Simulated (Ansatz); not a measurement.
CH$_{8}$ClNSi$_{2}$ (`C[SiH2][SiH](N)Cl`), relaxed with RKS PBE0-D4/def2-TZVP in Ansatz 0.2.0 from a PBE-D4/def2-SVP geometry. The force threshold is 0.005 eV/Å; the program also tests the step.

Charge 0, multiplicity 1.

Start:

```xyz
13

C    -0.442    1.654    1.533
Si    0.331    1.037   -0.080
Si    0.156   -1.298   -0.218
N     0.517   -1.817   -1.832
Cl   -1.828   -1.699    0.440
H    -1.468    1.246    1.631
H     0.149    1.310    2.406
H    -0.493    2.761    1.560
H     1.772    1.464   -0.207
H    -0.414    1.580   -1.278
H     1.040   -2.095    0.699
H     0.086   -1.326   -2.620
H     0.595   -2.818   -2.035
```

```json
{"step": "1", "energy (eV)": "-30926.2894", "largest force (eV/Å)": "0.575", "largest move (Å)": "0.000"}
{"step": "2", "energy (eV)": "-30926.3412", "largest force (eV/Å)": "0.285", "largest move (Å)": "0.057"}
{"step": "3", "energy (eV)": "-30926.3482", "largest force (eV/Å)": "0.147", "largest move (Å)": "0.052"}
{"step": "4", "energy (eV)": "-30926.3502", "largest force (eV/Å)": "0.063", "largest move (Å)": "0.015"}
{"step": "5", "energy (eV)": "-30926.3512", "largest force (eV/Å)": "0.025", "largest move (Å)": "0.027"}
{"step": "6", "energy (eV)": "-30926.3514", "largest force (eV/Å)": "0.019", "largest move (Å)": "0.028"}
{"step": "7", "energy (eV)": "-30926.3516", "largest force (eV/Å)": "0.004", "largest move (Å)": "0.014"}
{"step": "8", "energy (eV)": "-30926.3516", "largest force (eV/Å)": "0.008", "largest move (Å)": "0.009"}
{"step": "9", "energy (eV)": "-30926.3516", "largest force (eV/Å)": "0.006", "largest move (Å)": "0.010"}
{"step": "10", "energy (eV)": "-30926.3516", "largest force (eV/Å)": "0.005", "largest move (Å)": "0.008"}
{"step": "11", "energy (eV)": "-30926.3516", "largest force (eV/Å)": "0.003", "largest move (Å)": "0.001"}
```

End:

```xyz
13

C    -0.447    1.661    1.517
Si    0.313    1.025   -0.072
Si    0.149   -1.302   -0.223
N     0.475   -1.807   -1.819
Cl   -1.769   -1.780    0.461
H    -1.488    1.341    1.592
H     0.090    1.271    2.385
H    -0.413    2.751    1.556
H     1.746    1.424   -0.177
H    -0.397    1.589   -1.258
H     1.056   -2.068    0.667
H     0.062   -1.323   -2.600
H     0.622   -2.782   -2.030
```

Hardware: 4 threads of an AMD EPYC 7B13 on a shared host. Wall time 45 s, peak host memory 0.7 GiB.
